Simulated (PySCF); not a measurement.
NMR data simulated for an unnamed compound:

$^{1}$H NMR (400 MHz, computed): δ 5.96 (m, 1H), 5.95 (m, 1H), 4.80 (t, 2H), 3.99 (sept, 1H), 2.02 (m, 2H), 1.24 (d, 6H).

$^{13}$C{$^{1}$H} NMR (computed): δ 134.9 (CH), 128.3 (CH), 70.2 (CH), 26.7 (CH3), 23.3 (CH2).

Computed data (PySCF 2.14): GIAO PBE0/pcSseg-1 shieldings, GFN2-xTB geometry. Non-relativistic Hamiltonian, no solvent, single conformer, rapidly exchanging positions averaged.

Scale: TMS for $^{1}$H and $^{13}$C (reference shieldings calculated alike).

Which of these does the molecule contain: a Si–CH3 group, a (CH3)2CH unit, a Si–H bond, a non-aromatic C=C double bond, a CH3CH2 unit, a benzene ring?

Results:


- A Si–CH3 group: no.
- A (CH3)2CH unit: yes (δC 26.7, 70.2; δH 1.24 (d), 3.99 (sept)).
- A Si–H bond: yes (δH 4.80 (t)).
- A non-aromatic C=C double bond: yes.
- A CH3CH2 unit: no.
- A benzene ring: no.

The data belong to `CC(C)O[SiH2]C/C=C/Cl`, C$_{6}$H$_{13}$ClOSi; they needn't prove each group on their own.

Carbon signals by region: 2 in the sp2 and nitrile region (100–160 ppm), 1 at 50–100 ppm, 2 below 50 ppm.

Carbons that carry Cl, above all several Cl atoms, come out too deshielded, partly because spin–orbit coupling is missing. Shifts are as computed. Against solution values, carbons near 30 ppm lie about +3 ppm off and those near 130 ppm about +5 ppm; carbons on Cl a further +6 ppm. Of 1211 compounds with measured shifts, 218 miss one by over three times the rms of a fit or turn the order of signals round; such compounds aren't used in these exercises. No couplings were computed; multiplicities are counted from neighbouring protons, with m where these are inequivalent, close in shift, in a saturated or five-membered ring or joined by F or P, and br s for small geminal =CH2 splittings.
